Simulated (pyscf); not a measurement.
## Insertion: Cl–In [singlet] + HO–SiH₃ → HO–In(SiH₃)–Cl

Gas phase, singlet surface, charge 0. Bonds broken: O3–Si4. Bonds formed: In1–O3, In1–Si4. Optimised with ωB97X-D3(BJ)/def2-SVP in PySCF.

Transition state (Å):

```xyz
8

In     0.5277     0.9289     0.2039
Cl     2.2094     2.0998    -0.9093
O     -0.0046    -0.9501    -0.5004
Si    -1.2874    -0.4896     1.2990
H      0.1143    -1.6664    -1.1356
H     -0.7233    -1.7221     1.9061
H     -2.4562    -0.6690     0.4004
H     -1.8295     0.2891     2.4675
```

One imaginary mode, 219i cm⁻¹; descent along it reached the two sides named, in the forms told below.

```tsv
bond	change	reactant side (Å)	saddle	product side
O3–Si4	breaks	1.680	2.257	4.0
In1–O3	forms	2.6	2.076	1.985
In1–Si4	forms	4.2	2.551	2.522
```

Electronic energies relative to the separated reactants (kcal/mol):

| level | barrier | reaction energy | reverse barrier |
|---|---|---|---|
| ωB97X-D3(BJ)/def2-TZVP | 35.6 | +15.0 | 20.7 |
| PBE/def2-TZVP | 37.0 | +21.3 | 15.7 |
| r²SCAN/def2-TZVP | 37.3 | +20.0 | 17.3 |
| B3LYP-D3(BJ)/def2-TZVP | 43.8 | +26.3 | 17.5 |
| PBE0-D3(BJ)/def2-TZVP | 38.0 | +19.9 | 18.1 |
| M06-2X/def2-TZVP | 41.6 | +23.2 | 18.4 |
| ωB97M-D3(BJ)/def2-TZVP | 42.1 | +23.7 | 18.4 |
| HF/def2-TZVP | 57.4 | +31.0 | 26.4 |

With ωB97M-D3(BJ)/def2-TZVP energies and thermal terms (ideal gas, 1 atm, RRHO with modes under 100 cm⁻¹ raised to 100, one conformer, R ln 2 for chiral ones without a mode under 150 cm⁻¹), in kcal/mol:

| T (K) | ΔH‡ | ΔG‡ | ΔH | ΔG |
|---|---|---|---|---|
| 298 | 41.5 | 52.1 | +23.7 | +33.0 |
| 600 | 42.1 | 62.6 | +24.9 | +42.0 |
| 900 | 42.5 | 72.7 | +26.0 | +50.3 |
| 1200 | 42.9 | 82.7 | +26.9 | +58.2 |

On the reactant side the descent ends in a bound adduct, 11.8 kcal/mol under the separated species and 47.4 kcal/mol under the saddle at ωB97X-D3(BJ)/def2-TZVP. This is the saddle that the search found; another between the same sides may lie lower. Elements past Kr carry the def2 core potentials, without spin-orbit coupling.
